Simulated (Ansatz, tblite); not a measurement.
Forces on the cluster Cs₉⁻ at its B3LYP/def2-SVPD geometry. Total charge -1; singlet.

In the def2 sets Cs takes a core potential; there is no spin–orbit coupling. The xTB rows come from tblite. The restricted singlet is unstable towards broken spin symmetry in Hartree–Fock (as tested in another run); at PBE/def2-TZVPD this wasn't settled. Another isomer (singlet) lies 0.05 eV lower at PBE0/def2-TZVPD; other spin states weren't run for this one.

GFN2-xTB (tblite), largest force 0.29 eV/Å:

```xyz
9
positions Å, forces eV/Å
Cs    2.345    2.354   -0.772    0.132    0.255   -0.012
Cs    5.895   -0.981   -2.617    0.074    0.047   -0.097
Cs   -6.616    0.315    2.921   -0.012   -0.058    0.088
Cs    0.915   -1.340   -4.550   -0.035   -0.040   -0.128
Cs    3.777   -1.481    2.668    0.004   -0.051    0.167
Cs   -1.693    4.940    0.476    0.121    0.087   -0.071
Cs   -3.300    0.021   -1.516   -0.169    0.007   -0.175
Cs   -1.312    0.085    3.428   -0.119    0.009    0.215
Cs   -0.010   -3.914   -0.038    0.003   -0.255    0.013
```

PBE/def2-TZVPD (Ansatz), largest force 0.05 eV/Å:

```
Cs -0.021 -0.032 0.004
Cs -0.015 -0.008 0.017
Cs 0.032 0.012 -0.016
Cs 0.002 0.010 0.039
Cs -0.021 0.009 -0.040
Cs -0.020 -0.048 0.009
Cs 0.029 0.007 0.019
Cs 0.010 0.004 -0.031
Cs 0.004 0.045 -0.001
```
